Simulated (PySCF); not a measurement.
Species: SnCl3(NHiPr), C3H8Cl3NSn.
Bonds: Sn1–Cl2, Sn1–Cl3, Sn1–Cl4, Sn1–N5, N5–C6, C6–C7, C6–C8. Hydrogens: H9 on N5; H10 on C6; H11, H12, H13 on C7; H14, H15, H16 on C8.

Computed, not measured: PBE0-D3(BJ)/def2-SVP geometry optimisation, gas phase, def2 core potentials past Kr in PySCF 2.14.0.

(1) How far are the bound atoms from Sn1?

(2) List the angles at Sn1.

(3) What is the shape at Sn1?

(4) What are the other bond lengths?

(5) Give some angles away from the centre.

(6) What are the rotational constants (commonest isotopes, rigid rotor)?

## Answers

(1) 4 atoms: N5 2.008 Å, Cl3 2.323 Å, Cl2 2.328 Å, Cl4 2.345 Å. The nearest atom not counted as bound is H9, at 2.54 Å.

(2) 
```
      angle  degrees  distance of the outer atoms (Å)
 Cl4–Sn1–N5    116.2                             3.70
 Cl3–Sn1–N5    111.7                             3.59
Cl2–Sn1–Cl4    109.5                             3.82
Cl2–Sn1–Cl3    109.0                             3.79
 Cl2–Sn1–N5    105.2                             3.45
Cl3–Sn1–Cl4    105.1                             3.70
```

(3) Distorted tetrahedral: angles from 105.1° to 116.2°; τ4 = (360° − α − β)/141° = 0.94 with α and β the two widest (0 for a square, 1 for a tetrahedron). The Sn–Cl distances aren't all alike: 2.323 to 2.345 Å.

(4) N5–C6 1.460 Å; N5–H9 1.020 Å; C6–C7, C6–C8 1.522 Å; C6–H10 1.107 Å; C7–H11 and 5 like bonds 1.101 Å.

(5) Sn1–N5–C6 120.2°, N5–C6–C7 109.6°, N5–C6–C8 113.1°, C7–C6–C8 111.9°.

(6) A = 942.6, B = 626.2, C = 582.5 MHz: an asymmetric top.

Point group: C1 (no symmetry element, even within 0.4 Å). Charge 0, singlet. Whether it is a minimum is left open (no frequencies).

On Arm Neoverse V2, one thread, shared host with 96 logical CPUs at a one-minute load of 55, this took 4.0 min wall and 0.78 GiB of memory at its peak. That covers the optimisation of the geometry.

One conformer stands for the species.
